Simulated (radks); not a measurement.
The numbers below are computed, except where a source is named.
Neutral mercury inside a hard spherical wall (all orbitals vanish at R), configuration held at [Hg] and not refilled when levels cross. Level of theory: scalar-relativistic Kohn-Sham, LDA (Slater exchange, Perdew-Wang correlation), spin-polarised, spherical densities, finite nucleus; Fermi nuclear charge, rms radius 5.4648 fm (a radial shooting solver on a logarithmic mesh with Libxc functionals). Eigenvalues in eV for spin up, with the zero of energy where the potential of the charges vanishes at infinity; a dash marks a level that is unbound or too diffuse for the functional's potential to be trusted. A positive occupied level is held by the wall or, in an anion where self-interaction has pushed it up, behind a barrier. The pressure on the wall is -dE/dV.

| R (bohr) | E (hartree) | kinetic (hartree) | e(4f) | e(5p) | e(5d) | e(6s) | e(6p, empty) | e(7s, empty) | pressure (GPa) |
|---|---|---|---|---|---|---|---|---|---|
| free | -19607.2572 | 21990.738 | -96.340 | -66.769 | -10.074 | -7.122 | -1.185 | - | 0 |
| 20 | -19607.2572 | 21990.738 | -96.340 | -66.769 | -10.074 | -7.122 | -1.185 | 0.146 | < 0.0001 |
| 12 | -19607.2572 | 21990.738 | -96.339 | -66.768 | -10.074 | -7.122 | -1.161 | 0.811 | < 0.0001 |
| 10 | -19607.2572 | 21990.739 | -96.335 | -66.764 | -10.069 | -7.118 | -1.096 | 1.556 | 0.00187 |
| 7 | -19607.2532 | 21990.777 | -96.157 | -66.587 | -9.902 | -6.945 | -0.422 | 5.686 | 0.270 |
| 5 | -19607.1870 | 21991.218 | -94.706 | -65.188 | -8.603 | -5.391 | 2.771 | 18.578 | 9.70 |
| 3.5 | -19606.5153 | 21994.584 | -87.398 | -58.612 | -2.441 | 3.531 | 16.544 | 60.834 | 242 |
| 3 | -19605.4491 | 21999.311 | -79.867 | -52.257 | 3.929 | 14.116 | 31.357 | 99.734 | 875 |
| 2 | -19592.1941 | 22051.370 | -32.077 | -13.300 | 49.522 | 105.99 | 145.95 | 349.02 | 21700 |
